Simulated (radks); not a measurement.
The numbers below are computed, except where a source is named.
Task: Isoelectronic series with 9 electrons, all held in the configuration [He] 2s2 2p5, which need not be the ground one along the series. Level of theory: scalar-relativistic Kohn-Sham, LDA (Slater exchange, Perdew-Wang correlation), spin-unpolarised, spherical densities, finite nucleus; Fermi nuclear charge, rms radius of each element as measured or else 0.836 A^(1/3) + 0.57 fm (a radial shooting solver on a logarithmic mesh with Libxc functionals). Total energies (hartree) and orbital eigenvalues (eV) (* marks an orbital that is empty in some or all of the ions):

| ion | E (hartree) | 3p* | 3s* | 2p | 2s | 1s |
|---|---|---|---|---|---|---|
| Br26+ | -2084.89776 | -1151.973 | -1207.320 | -2819.251 | -2997.805 | -14693.15 |
| Kr27+ | -2214.50620 | -1238.189 | -1296.598 | -3021.372 | -3209.778 | -15621.53 |
| Sr29+ | -2486.03816 | -1420.070 | -1485.035 | -3446.944 | -3656.601 | -17568.58 |
| Zr31+ | -2774.13978 | -1614.607 | -1686.771 | -3901.088 | -4134.295 | -19637.26 |
| Nb32+ | -2924.46294 | -1716.644 | -1792.676 | -4138.928 | -4384.867 | -20717.70 |
| Mo33+ | -3079.00058 | -1821.872 | -1901.966 | -4383.977 | -4643.337 | -21829.14 |
| Tc34+ | -3237.78164 | -1930.302 | -2014.665 | -4636.258 | -4909.776 | -22971.84 |
| Ru35+ | -3400.82938 | -2041.942 | -2130.794 | -4895.794 | -5184.247 | -24145.98 |
| Rh36+ | -3568.17538 | -2156.805 | -2250.378 | -5162.610 | -5466.826 | -25351.83 |
| Pd37+ | -3739.84621 | -2274.899 | -2373.441 | -5436.731 | -5757.582 | -26589.61 |
| Ag38+ | -3915.87365 | -2396.237 | -2500.009 | -5718.184 | -6056.596 | -27859.59 |
| Cd39+ | -4096.28546 | -2520.830 | -2630.107 | -6006.995 | -6363.941 | -29161.99 |
| In40+ | -4281.11882 | -2648.689 | -2763.766 | -6303.191 | -6679.707 | -30497.15 |
| Sn41+ | -4470.40261 | -2779.826 | -2901.011 | -6606.800 | -7003.975 | -31865.30 |
| Sb42+ | -4664.17319 | -2914.254 | -3041.873 | -6917.851 | -7336.835 | -33266.74 |
| Te43+ | -4862.46292 | -3051.986 | -3186.382 | -7236.373 | -7678.375 | -34701.74 |
| I44+ | -5065.31535 | -3193.033 | -3334.571 | -7562.397 | -8028.700 | -36170.71 |
| Xe45+ | -5272.76185 | -3337.410 | -3486.472 | -7895.954 | -8387.900 | -37673.87 |
| Cs46+ | -5484.8458 | -3485.130 | -3642.120 | -8237.074 | -8756.084 | -39211.62 |
| Ba47+ | -5701.6043 | -3636.207 | -3801.549 | -8585.791 | -9133.353 | -40784.26 |
| La48+ | -5923.0829 | -3790.655 | -3964.797 | -8942.137 | -9519.823 | -42392.19 |

Estimate the row of Rb28+.

Result: E (hartree) -2348.21243; 3p* -1327.552; 3s* -1389.164; 2p -3230.597; 2s -3429.359; 1s -16579.94.
